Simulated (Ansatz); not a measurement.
Species: GaH, net charge 1, doublet state. 
Coordinates optimised at B3LYP-D3(BJ)/def2-TZVP (Ansatz, a program for electronic structure):
```
Ga
H 1 1.6902
```
Charge +1, spin multiplicity 2.

Basis-set convergence of Hartree-Fock and MP2 correlation energies (hartree) with Ansatz. Cores are frozen in the correlated levels unless marked. Open shells are spin-unrestricted. No spin-orbit coupling. Frozen are the shells of the preceding noble gas and the d and f shells that filled before the atom's block. No relativistic terms.

```tsv
basis	functions	E(HF)	E(corr, MP2)
aug-cc-pVDZ	45	-1923.49583	-0.02754
aug-cc-pVTZ	82	-1923.56632	-0.03183
aug-cc-pVQZ	139	-1923.56882	-0.03387
```

Extrapolating the two largest sets (X = 3 and 4) as X^-3: E(corr) = (64·(-0.03387) - 27·(-0.03183))/37 = -0.0354 Eh, an estimate of the basis-set limit. The largest set recovers 95.8 % of it, the smallest 77.9 %.
